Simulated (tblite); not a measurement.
Compound: C3H6NSSi (doublet state).
Numbering: `[H]/[N:1]=[C:2]/[CH:3]=[CH:4]\[S:5][SiH3:6]` (hydrogens: H7 on N1; H8 on C3; H9 on C4; H10, H11, H12 on Si6)
Bond orders are those of one Lewis drawing.

Computed with GFN2-xTB (tblite), gas phase: L-BFGS steps from a force-field or distance-geometry start until the largest atomic force falls under 0.01 eV/Å.

Step 11: E = -469.9361 eV
```
atom  x, y, z in Å  |  force x, y, z in eV/Å
N1     -2.3073    1.2903    0.9686    0.063   0.579  -0.162
C2     -2.3376    0.1130    0.6900    0.362   0.143   0.067
C3     -1.6597   -1.0652    0.5105   -0.329  -0.132  -0.143
C4     -0.3438   -0.9878    0.1587    0.597   0.173  -0.062
S5      0.5739    0.4832    0.4320   -0.180   0.004   0.349
Si6     2.2170    0.4698   -0.9364    0.006   0.145   0.007
H7     -1.5499    1.7819    1.4492   -0.446  -0.109   0.270
H8     -2.2430   -1.9557    0.4084    0.111  -0.523   0.090
H9      0.2803   -1.7803   -0.2200   -0.389  -0.198  -0.076
H10     3.2773   -0.4517   -0.4926   -0.271   0.141  -0.186
H11     2.5092    1.8847   -0.7708    0.278  -0.040  -0.089
H12     1.5846    0.2170   -2.2235    0.199  -0.183  -0.064
```

Step 12: E = -469.9885 eV
```
atom  x, y, z in Å  |  force x, y, z in eV/Å
N1     -2.2811    1.2988    0.9318   -0.056   0.369  -0.117
C2     -2.3164    0.1149    0.6708    0.513   0.435   0.217
C3     -1.6470   -1.0655    0.5067   -0.498  -0.058  -0.084
C4     -0.3305   -0.9876    0.1522    0.498   0.148  -0.064
S5      0.5621    0.4878    0.4323    0.050   0.038   0.253
Si6     2.2136    0.4644   -0.9357   -0.263   0.203   0.156
H7     -1.5917    1.7979    1.5021   -0.476  -0.234   0.107
H8     -2.2270   -1.9583    0.4346    0.055  -0.558   0.026
H9      0.2774   -1.7775   -0.2476   -0.257  -0.243  -0.061
H10     3.2559   -0.4500   -0.4994   -0.008  -0.086  -0.067
H11     2.5006    1.8678   -0.7631    0.348   0.198  -0.086
H12     1.5852    0.2067   -2.2106    0.094  -0.213  -0.280
```

Step 13: E = -470.0485 eV
```
atom  x, y, z in Å  |  force x, y, z in eV/Å
N1     -2.2508    1.3138    0.8983   -0.371   0.001  -0.246
C2     -2.2963    0.1222    0.6627    0.644   0.415   0.234
C3     -1.6434   -1.0635    0.4965   -0.553   0.042   0.024
C4     -0.3166   -0.9838    0.1519    0.145   0.007  -0.043
S5      0.5535    0.4901    0.4468    0.314   0.076   0.116
Si6     2.2036    0.4708   -0.9326   -0.510   0.181   0.233
H7     -1.6412    1.8037    1.5462   -0.261  -0.115   0.184
H8     -2.2048   -1.9743    0.4555    0.040  -0.341  -0.035
H9      0.2545   -1.7874   -0.2687   -0.060  -0.189  -0.051
H10     3.2298   -0.4408   -0.5139    0.284  -0.343   0.085
H11     2.5134    1.8567   -0.7644    0.370   0.476  -0.055
H12     1.5994    0.1918   -2.2042   -0.042  -0.210  -0.446
```

Q: Estimate the geometry and energy of step 14. (The exact step hangs on the optimiser's Hessian estimate; all steps are aligned on step 13, rigid shifts and turns removed.)

A: E = -470.0760 eV, largest force 1.348 eV/Å
```
atom  x, y, z in Å  |  force x, y, z in eV/Å
N1     -2.2243    1.3417    0.8383    0.124   0.015   0.672
C2     -2.2348    0.1377    0.6400    0.401   0.688   0.472
C3     -1.6375   -1.0651    0.4909   -0.195   0.021  -0.111
C4     -0.2932   -0.9810    0.1388   -0.260  -0.262   0.042
S5      0.5434    0.5016    0.4514    0.426  -0.027   0.071
Si6     2.1855    0.4669   -0.9253   -0.440   0.170   0.151
H7     -1.7182    1.8205    1.6315   -0.800  -0.652  -0.867
H8     -2.1836   -1.9965    0.4948    0.090   0.078  -0.104
H9      0.2525   -1.7893   -0.3138   -0.009  -0.021   0.055
H10     3.2076   -0.4522   -0.5195    0.327  -0.378   0.124
H11     2.5084    1.8462   -0.7528    0.398   0.543  -0.079
H12     1.5953    0.1688   -2.2002   -0.062  -0.173  -0.426
```

The energy changes by -0.0275 eV. The first-order estimate −F·Δx gives -0.0912 eV and the mean of the old and new forces, exact on a quadratic surface, -0.0180 eV. The step makes an angle of 72° with the force vector and moves no atom by more than 0.116 Å.

What follows is the cost of the whole relaxation. On Arm Neoverse V1, one thread, shared host with 32 logical CPUs at a one-minute load of 20, this took 0.65 s.
